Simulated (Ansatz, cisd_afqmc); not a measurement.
Species: Sn, charge 0, triplet.

Total energies in def2-QZVPPD, 4 correlated electrons, 9 frozen orbitals. Radicals and triplets start from unrestricted determinants; spin-orbit coupling is neglected. Cores are frozen in correlated methods (noble-gas shells, and filled d and f shells in the p block). Past Kr the def2 sets carry scalar-relativistic core potentials. AFQMC is phaseless with a CISD trial state; ± is one standard error, without the phaseless bias. Outlying blocks are dropped, and bars are widened where a walk drifts. Over all cases where full CI ran beside it in this data, AFQMC minus full CI had a median of +0.1 mEh and passed +0.4 mEh in a tenth of the cases. Spin-orbit terms, left out, reach several kcal/mol for Br and I, and more for heavier atoms.

```csv
method,program,energy (Eh),minus CCSDT(Q) (mEh)
HF,Ansatz,-213.34066,60.74
MP2,Ansatz,-213.38737,14.03
CCSD,Ansatz,-213.39908,2.33
CCSD(T),Ansatz,-213.40092,0.48
CCSDT(Q),Ansatz,-213.40140,0.00
AFQMC/CISD,cisd_afqmc,-213.4011 ± 0.0001,0.4 ± 0.1
```

Ansatz is a program for electronic structure.
